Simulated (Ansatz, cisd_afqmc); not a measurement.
Species: Pb, charge 0, triplet.

Total energies in def2-QZVPPD, 4 correlated electrons, 9 frozen orbitals. UHF or UKS for unpaired electrons; spin-orbit terms are left out. Cores are frozen in correlated methods (noble-gas shells, and filled d and f shells in the p block). Past Kr the def2 sets carry scalar-relativistic core potentials. AFQMC/CISD: phaseless, guided by CISD from CCSD amplitudes; bars are statistical, one sigma. Outlying blocks are dropped, and bars are widened where a walk drifts. Over all cases where full CI ran beside it in this data, AFQMC minus full CI had a median of +0.1 mEh and passed +0.4 mEh in a tenth of the cases. Spin-orbit terms, left out, reach several kcal/mol for Br and I, and more for heavier atoms.

| method | program | energy (Eh) | minus CCSDT(Q) (mEh) |
|---|---|---|---|
| HF | Ansatz | -191.83621 | 50.72 |
| MP2 | Ansatz | -191.87626 | 10.67 |
| CCSD | Ansatz | -191.88537 | 1.56 |
| CCSD(T) | Ansatz | -191.88663 | 0.30 |
| CCSDT(Q) | Ansatz | -191.88693 | 0.00 |
| AFQMC/CISD | cisd_afqmc | -191.8868 ± 0.0001 | 0.1 ± 0.1 |

Ansatz is an electronic-structure program.
